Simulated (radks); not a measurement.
Values are calculated unless marked as measured or tabulated.
Task: P+, configuration [Ne] 3s2 3p1 6s1 (not the ground configuration). Level of theory: Dirac Kohn-Sham, PBEsol, spin-unpolarised, spherical densities, point nucleus; open shells fill j = l - 1/2 first (a radial shooting solver on a logarithmic mesh with Libxc functionals). Some entries of the table are withheld. Estimate them.

orbital  occ.  eigenvalue (Ry)  <r> (bohr)  r(max) (bohr)
1s1/2       2        -154.4858      0.1037        0.06772
2s1/2       2        -14.30938      0.5197         0.4192
2p1/2       2              (1)      0.4831         0.3527
2p3/2       4              (2)      0.4853         0.3544
3s1/2       2              (3)       1.747          1.515
3p1/2       1         -1.61791       1.971          1.676
3p3/2       0         -1.61211       1.976          1.681
6s1/2       1         -0.16900       14.80          15.79

Result: 
(1) 2p1/2 eigenvalue (Ry): -10.73979
(2) 2p3/2 eigenvalue (Ry): -10.67227
(3) 3s1/2 eigenvalue (Ry): -2.32231
